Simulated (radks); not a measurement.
Task: Species: La+. Configuration: [Kr] 4d10 5s2 5p5 5d2 6d1 (not the ground configuration). Method: scalar-relativistic Kohn-Sham, PBE, spin-polarised, spherical densities, finite nucleus; open shells are filled with parallel spins first (spin-orbit coupling, left out, can overturn this in heavy ions); Fermi nuclear charge, rms radius 4.855 fm; computed with a radial shooting solver on a logarithmic mesh with Libxc functionals. Some entries of the table are withheld. Estimate them.

| orbital | occ. | eigenvalue (eV) | <r^2> (bohr^2) | <r> (bohr) |
|---|---|---|---|---|
| 1s up | 1 | -38759.93 | 0.0008538 | 0.02507 |
| 1s down | 1 | -38759.87 | 0.0008538 | 0.02507 |
| 2s up | 1 | -6179.786 | 0.01362 | 0.1075 |
| 2s down | 1 | -6179.676 | 0.01362 | 0.1075 |
| 2p up | 3 | -5540.163 | 0.01084 | 0.09424 |
| 2p down | 3 | -5540.050 | 0.01084 | 0.09424 |
| 3s up | 1 | -1330.630 | 0.09292 | 0.2852 |
| 3s down | 1 | -1330.542 | 0.09291 | 0.2852 |
| 3p up | 3 | -1126.349 | 0.09296 | 0.2832 |
| 3p down | 3 | -1126.249 | 0.09295 | 0.2832 |
| 3d up | 5 | -832.7738 | 0.07971 | 0.2600 |
| 3d down | 5 | -832.6516 | 0.07970 | 0.2600 |
| 4s up | 1 | -277.6650 | 0.4824 | 0.6540 |
| 4s down | 1 | -277.4297 | 0.4825 | 0.6541 |
| 4p up | 3 | -211.2071 | 0.5455 | 0.6928 |
| 4p down | 3 | -210.9825 | 0.5453 | 0.6928 |
| 4d up | 5 | -115.0171 | 0.6822 | (1) |
| 4d down | 5 | -114.7560 | 0.6798 | (2) |
| 5s up | 1 | -49.8447 | 2.690 | 1.549 |
| 5s down | 1 | -48.1955 | 2.650 | 1.537 |
| 5p up | 3 | -33.1416 | 3.551 | 1.775 |
| 5p down | 2 | -31.2135 | 3.521 | 1.766 |
| 5d up | 2 | -12.4338 | 7.251 | 2.508 |
| 5d down | 0 | -10.4673 | 7.591 | 2.562 |
| 6d up | 1 | -3.7841 | (3) | 7.233 |

Result: 
(1) 4d up <r> (bohr): 0.7670
(2) 4d down <r> (bohr): 0.7660
(3) 6d up <r^2> (bohr^2): 57.96
